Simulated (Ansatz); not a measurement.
`C[SiH](Cl)C#CO` + H₂ → `C#C[SiH](C)Cl` + H₂O  (hydrogenolysis of a C–O bond)

Calculated with Ansatz (gas phase, PBE0-D4/def2-TZVP geometries, no zero-point term in ΔE). CBS: MP2 limit from def2 TZ/QZ plus the TZ coupled-cluster correction, frozen cores. This one scheme is used for every species. Functionals use def2-TZVPP. B3LYP here is the variant with VWN-RPA as its local correlation; programs differ in this. Each species was taken in one conformer, which may not be the lowest.

CCSD(T)/CBS gives -112.9 kJ/mol.

(1) Another level gave -82.3 kJ/mol. Which?
A. CCSD(T)/def2-TZVPP
B. PBE-D4/def2-TZVPP
C. B3LYP/def2-TZVPP
D. r2SCAN/def2-TZVPP

Largest T1 diagnostic among the species: 0.011.

Results:

(1) B. PBE-D4 -82.3, CCSD(T)/def2-TZVPP -108.2, r2SCAN -88.1, B3LYP -96.8 kJ/mol.

In def2-TZVPP, CCSD(T) changes the Hartree–Fock value by +5.1 kJ/mol (the triples alone add +3.9 kJ/mol) and MP2 by +5.8 kJ/mol. From PBE to PBE0 (25 % exact exchange), in def2-TZVPP and without D4, ΔE moves by −7.4 kJ/mol.
